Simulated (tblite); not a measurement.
CH8F3PSi3.
Bonds: F1–C2, C2–F3, C2–F4, C2–Si5, Si5–P6, P6–Si7, P6–Si8. Hydrogens: H9, H10 on Si5; H11, H12, H13 on Si7; H14, H15, H16 on Si8.

A start from a force field or distance geometry was refined with GFN2-xTB geometry optimisation, gas phase in tblite. Values at the start:

```csv
coordinate,start
F1–C2,1.372 Å
C2–Si5,1.836 Å
Si5–P6,2.228 Å
Si5–H9,1.487 Å
P6–Si7,2.196 Å
Si7–H11,1.481 Å
F1–C2–F3,106.6°
F1–C2–Si5,110.8°
C2–Si5–P6,120.5°
Si5–P6–Si7,97.3°
Si7–P6–Si8,95.8°
C2–Si5–P6–Si7,-49°
```

Question: How do these coordinates change at the GFN2-xTB level?

Answer: 
```csv
coordinate,GFN2-xTB (Å or °),change
C2–Si5,1.949,+0.113
P6–Si7,2.244,+0.048
Si5–H9,1.459,-0.028
F1–C2,1.345,-0.027
Si5–P6,2.202,-0.026
Si7–H11,1.461,-0.020
C2–Si5–P6,113.2,-7.3
Si7–P6–Si8,102.9,+7.1
Si5–P6–Si7,104.1,+6.8
F1–C2–Si5,113.3,+2.5
F1–C2–F3,105.9,-0.7
C2–Si5–P6–Si7,-54,-5
```

The energy falls by 10.2 kcal/mol over 48 L-BFGS steps, the largest force on an atom goes from 3.74 to 0.009 eV/Å, and the atoms move by 0.157 Å rms after alignment. The bond that changes most is C2–Si5 (CF3 carbon to SiH2 silicon), which lengthens by 0.113 Å. Bonds longer at the end by more than 0.005 Å: 4 of 15; shorter: 10. Among the dihedrals that turn most is H9–Si5–P6–Si7, from 77° to 62°. Rotational constants go from 1394, 698.5, 627.2 to 1287, 679.8, 596.2 MHz.

Its lowest GFN2-xTB frequency is 19i cm⁻¹, too small to tell a flat minimum from a shallow saddle. The numbers are those of one conformer. 2 starts were optimised and ended at 0.00 and 0.16 kcal/mol (GFN2-xTB); the lowest of these is shown.

These are computed values.
